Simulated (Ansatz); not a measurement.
Gas-phase electronic energies from Ansatz, PBE0-D4/def2-TZVP geometries. CCSD(T)/CBS is the MP2 limit (def2-TZVPP, def2-QZVPP) plus CCSD(T) − MP2 in def2-TZVPP, frozen cores. This one scheme is used for every species. Functionals use def2-TZVPP. B3LYP here is the variant with VWN-RPA as its local correlation; programs differ in this. For Ge, Se outer-core shells are correlated without core-valence functions, which leaves a few kJ/mol of doubt a bond. Scalar relativity is left out up to krypton. Each species was taken in one conformer, which may not be the lowest.

`C[O][GeH]([F])[SeH]` + HCl → `C[O][GeH]([F])[Cl]` + H₂Se  (ligand exchange at a Ge–Se bond)

```csv
level,ΔE (kcal/mol),difference from CCSD(T)/CBS
PBE-D4,-1.4,0.8
r2SCAN-D4,-2.9,-0.7
PBE0-D4,-2.2,0.0
B3LYP-D4,-2.5,-0.3
ωB97X-V,-3.4,-1.2
ωB97M-V,-3.1,-0.9
B2PLYP,-3.2,-1.0
PBE,-2.0,0.2
r2SCAN,-3.1,-0.9
PBE0,-2.7,-0.5
B3LYP,-3.4,-1.2
HF/def2-TZVPP,-6.4,-4.2
MP2/def2-TZVPP,-2.4,-0.2
SCS-MP2/def2-TZVPP,-3.2,-1.0
CCSD/def2-TZVPP,-3.2,-1.0
CCSD(T)/def2-TZVPP,-2.8,-0.6
HF/def2-QZVPP,-6.7,-4.5
MP2/def2-QZVPP,-2.2,0.0
SCS-MP2/def2-QZVPP,-3.1,-0.9
HF/CBS(def2),-6.7,-4.5
MP2/CBS(def2),-1.8,0.4
CCSD/CBS(def2),-2.7,-0.5
CCSD(T)/CBS,-2.2,0
```

Largest T1 diagnostic among the species: 0.012.

The D4 term adds +0.9 kcal/mol with B3LYP and +0.5 kcal/mol with PBE0; it sums over pairs of atoms, weighted by their polarisabilities, and B3LYP, whose exchange is more repulsive, gets the larger term. In def2-TZVPP, CCSD(T) changes the Hartree–Fock value by +3.6 kcal/mol (the triples alone add +0.4 kcal/mol) and MP2 by +4.0 kcal/mol.
